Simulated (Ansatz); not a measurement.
Basis sets compared for B(PF3)H3 (BPH₃F₃). Total charge 0; singlet. Geometry B3LYP-D4/def2-SVP. Ansatz on 4 threads of Intel Xeon on a shared host; times are rough, and most runs start from earlier orbitals.

```csv
atom,x (Å),y (Å),z (Å)
B1,0.316,0.799,0.696
P2,-0.215,-0.545,-0.472
F3,-0.422,-1.996,0.110
F4,0.728,-0.876,-1.692
F5,-1.585,-0.362,-1.232
H6,0.399,1.767,-0.035
H7,1.374,0.380,1.125
H8,-0.596,0.833,1.500
```

Binding counts from free atoms (B doublet, P quartet, F doublet, H doublet) in the same basis, without a counterpoise term.

```csv
level,functions,energy (Eh),HOMO (eV),LUMO (eV),binding per atom (eV),wall time
HF/STO-3G,32,-657.1116,-10.67,9.73,2.50,0.62 s
PBE-D4/def2-SVP,89,-666.7659,-8.26,-0.89,3.68,2.8 s
PBE0-D4/def2-SVP,89,-666.7988,-9.74,-0.01,3.54,3.3 s
```

(1) Estimate the rows for HF/def2-TZVP, PBE-D4/def2-TZVP, PBE0-D4/def2-TZVP.

Answers

(1) 
```json
{"level": "HF/def2-TZVP", "functions": "179", "energy (Eh)": "-665.7304", "HOMO (eV)": "-13.18", "LUMO (eV)": "3.51", "binding per atom (eV)": "2.56", "wall time": "2.5 s"}
{"level": "PBE-D4/def2-TZVP", "functions": "179", "energy (Eh)": "-667.3174", "HOMO (eV)": "-8.41", "LUMO (eV)": "-1.22", "binding per atom (eV)": "3.74", "wall time": "3.5 s"}
{"level": "PBE0-D4/def2-TZVP", "functions": "179", "energy (Eh)": "-667.3479", "HOMO (eV)": "-9.80", "LUMO (eV)": "-0.24", "binding per atom (eV)": "3.62", "wall time": "5.5 s"}
```
